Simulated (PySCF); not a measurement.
A run for PySCF: R-HF/STO-3G on CH2FN (a complex), monomers drawn apart or pushed together.

```python
from pyscf import gto, scf, dft, mp
from pyscf.data.elements import chemcore

mol = gto.M(
    atom='''
    F    -0.04811267   -0.99302390   -0.13729845
    H     0.03747627   -0.48044510    0.64394619
    C     0.33599998    1.29108352    3.33297220
    N     0.22957647    0.66385125    2.38387108
    H     0.43545676    1.87707231    4.21957373
    ''',
    basis='sto-3g',
    charge=0, spin=0, verbose=3, max_memory=1800)
mf = scf.RHF(mol)
mf.conv_tol = 1e-8
mf.max_cycle = 100
mf.kernel()
if not mf.converged:
    mf = mf.newton().run(mf.mo_coeff, mf.mo_occ)
```

**Question.** What total energy does the run end on?

**Answer.** -190.2532 hartree.
